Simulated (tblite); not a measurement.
Species: C6H10F (doublet state).
SMILES with atom numbers: `[CH3:1][CH2:2][C:3]([CH3:4])/[CH:5]=[CH:6]/[F:7]` (hydrogens: H8, H9, H10 on C1; H11, H12 on C2; H13, H14, H15 on C4; H16 on C5; H17 on C6)

Computed geometry: GFN2-xTB, gas phase. This method treats the open shell by occupation alone, without spin polarisation.

Task: What internal coordinates does the optimisation give?

Result: 
```csv
bond,length (pm)
C1–C2,153.5
C2–C3,149.6
C3–C4,148.9
C3–C5,138.2
C5=C6,136.6
C6–F7,134.8
"C1–H8, C1–H9, C1–H10",108.7
"C2–H11, C2–H12",109.2
"C4–H13, C4–H14, C4–H15",109.0
C5–H16,108.3
C6–H17,107.6
```

Bonds in one row agree within 1 pm and their mean is given. A selection of angles:
```csv
angle,degrees
C2–C1–H8,110.4
H8–C1–H9,108.3
H8–C1–H10,108.5
C1–C2–C3,111.4
C1–C2–H11,108.7
C3–C2–H11,109.5
H11–C2–H12,108.1
C2–C3–C4,116.9
C2–C3–C5,122.4
C4–C3–C5,120.7
C3–C4–H13,111.6
C3–C4–H14,110.4
H13–C4–H14,108.5
H14–C4–H15,106.9
C3–C5–C6,126.4
C3–C5–H16,118.0
C6–C5–H16,115.6
C5–C6–F7,119.7
C5–C6–H17,128.0
F7–C6–H17,112.3
```

Torsions: C1–C2–C3–C4 95° (anticlinal); C2–C3–C5–C6 -1° (synperiplanar); C3–C5–C6–F7 180° (antiperiplanar). The mirror-image conformer, all signs reversed, is as good.

Of the pairs four or more bonds apart, C6···H12 is among the closest relative to their van der Waals radii: 2.75 Å, 95 % of the sum of Bondi's values. The 5 C–C bonds span 1.366 Å (C5=C6, drawn double in one of several resonance forms) to 1.535 Å (C1–C2, drawn single), a spread of 0.169 Å. C3 (carbon bonded to 3 C) is planar (angles 122.4°, 120.7° and 116.9°, sum 360.0°, 0.02 Å off the plane of its three neighbours). C6 (carbon bonded to C, F and H) is planar (angles 128.0°, 119.7° and 112.3°, sum 360.0°, 0.00 Å off the plane of its three neighbours). C5 (carbon bonded to 2 C and H) is planar (angles 126.4°, 118.0° and 115.6°, sum 360.0°, 0.00 Å off the plane of its three neighbours).

Point group: C1 (no symmetry element, even within 0.4 Å). Its GFN2-xTB frequencies are all real (lowest 70 cm⁻¹).

On an Arm Neoverse V1 with one thread (shared host), this took 0.98 s wall. These figures are those of the optimisation.
